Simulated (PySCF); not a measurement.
# Calculated NMR parameters of C=CC1=CC(C)=C[SiH2]C1

| Item | Value |
| --- | --- |
| Formula | C8H12Si |
| SMILES | C=CC1=CC(C)=C[SiH2]C1 |
| InChI | InChI=1S/C8H12Si/c1-3-8-4-7(2)5-9-6-8/h3-5H,1,6,9H2,2H3 |
| Point group of the computed structure | Cs |
| Degrees of unsaturation | 4 |
| Carbon signals | 8 |
| Proton signals | 8 |

Numbering as in the mapped SMILES `[CH2:1]=[CH:2][C:3]1=[CH:4][C:5]([CH3:6])=[CH:7][SiH2:8][CH2:9]1`. Hydrogens are named by the atom that carries them. Ha(C1) is cis to C3; Hb(C1) is trans to C3.

Computed data (PySCF): GFN2-xTB geometry, shielding tensors at PBE0/pcSseg-1 (GIAO). One conformer, no solvent, non-relativistic, averaged over atoms made equivalent by symmetry, fast rotation or ring inversion.

Scale: 1H (σref 31.72), 13C (σref 186.93), 29Si (σref 349.16) vs TMS (reference shieldings calculated alike).

| carbon | δC, type | δH (multiplicity) | HMBC from (2–3 bonds) | span of the C tensor (ppm) |
| --- | --- | --- | --- | --- |
| C1 | 120.3, CH2 | Hb(C1) 5.51 (m); Ha(C1) 5.59 (m) | H(C2) | 213 |
| C2 | 151.2, CH | 6.70 (m) | H(C4), Ha(C1), Hb(C1), H(C9) | 212 |
| C3 | 143.8, C | – | H(C2), H(C4), Ha(C1), Hb(C1), H(Si8), H(C9) | 221 |
| C4 | 137.3, CH | 5.89 (s) | H(C2), H(C7), H(C6), H(C9) | 175 |
| C5 | 159.2, C | – | H(C4), H(C7), H(Si8), H(C6) | 260 |
| C6 | 32.3, CH3 | 2.04 (s) | H(C4), H(C7) | 57 |
| C7 | 120.0, CH | 5.83 (t) | H(C4), H(Si8), H(C6), H(C9) | 206 |
| C9 | 2.9, CH2 | 1.70 (m) | H(C2), H(C4), H(C7), H(Si8) | 33 |

Other nuclei:
```tsv
atoms	nucleus	environment	δ (ppm)	σ (ppm)
H(Si8)	1H	hydrogen on a silicon bonded to 2 C, in a 6-membered ring	4.68	27.04
Si8	29Si	silicon bonded to 2 C, 2 H, in a 6-membered ring	-61.5	410.7
```

- Carbon types of the structure: 2 × C, 3 × CH, 2 × CH2, 1 × CH3, leaving 2 H on heteroatoms.
- δC 159.2, 143.8: fully substituted alkene carbon; as expected for a trigonal carbon in a double bond.
- δC 151.2, 137.3, 120.0: alkene CH; the olefinic region.
- δC 120.3: terminal =CH2 carbon; as expected for a trigonal carbon in a double bond.
- δH 2.04: hydrogen on an allylic methyl carbon; allylic position.
- δH 1.70: hydrogen on an allylic sp3 CH2 bonded to Si; allylic position.

Shifts are as computed. Against solution values, carbons near 30 ppm lie about +3 ppm off and those near 130 ppm about +5 ppm. Of 1309 compounds with measured shifts, 239 miss one by over three times the rms of a fit or turn the order of signals round; such compounds aren't used in these exercises. Multiplicities follow the n + 1 count of equivalent neighbours, as no J values were calculated; m marks all less simple cases, F and P coupling included.
